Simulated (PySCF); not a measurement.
Input file for PySCF: R-B3LYP/3-21G on HISSi (SMILES S[Si]I), a point of a torsion scan.

```python
from pyscf import gto, scf, dft, mp
from pyscf.data.elements import chemcore

mol = gto.M(
    atom='''
    S    -1.31821372    0.33005659    0.45498171
    Si    0.57486441    1.14111385   -0.27500135
    I     1.79632932   -0.91387991   -1.01546079
    H    -1.41007757   -0.73661339   -0.32756790
    ''',
    basis='3-21g',
    charge=0, spin=0, verbose=3, max_memory=1800)
mf = dft.RKS(mol, xc='b3lyp')
mf.conv_tol = 1e-8
mf.max_cycle = 100
mf.kernel()
if not mf.converged:
    mf = mf.newton().run(mf.mo_coeff, mf.mo_occ)
```

Program output:

```
converged SCF energy = -7574.83377259061
```

The calculation finished and met its thresholds.

Cost: roughly 12 core-seconds.
